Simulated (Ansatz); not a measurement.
Gas-phase electronic energies from Ansatz, PBE0-D4/def2-TZVP geometries. CBS: MP2 limit from def2 TZ/QZ plus the TZ coupled-cluster correction, frozen cores. This one scheme is used for every species. Functionals use def2-TZVPP. One conformer a species, not always the lowest.

`CO[SiH](C)N` → `C[Si]N` + CH₃OH  (silylene formation by 1,1-elimination)

```tsv
level	ΔE (eV)
LDA (SPW92)	2.89
RPA@PBE/def2-TZVPP	2.60
CCSD/def2-SVP	2.56
HF/def2-TZVPP	2.84
```

(1) What does CCSD(T)/CBS give? (Estimate.)

Largest T1 diagnostic among the species: 0.013.

Answers

(1) Ansatz gave: +2.79 eV. The listed levels differ from it by 0.10, -0.19, -0.23, 0.05 eV.

Leaving LDA and LC-ωPBE aside and taking each functional with its dispersion term where it has one, the values, not all of them listed here, spread over 0.43 eV, from BLYP-D4 to r2SCAN0-D4. LDA lies +0.38 eV from PBE without D4. At CCSD(T), def2-SVP lies −0.25 eV from the extrapolated value and def2-TZVPP −0.04 eV. From r2SCAN to r2SCAN0 (25 % exact exchange), in def2-TZVPP and without D4, ΔE moves by +0.07 eV.

CCSD(T)/CBS has its own doubt, a few kJ/mol and more with outer-core shells, so smaller differences from it don't rank the levels.
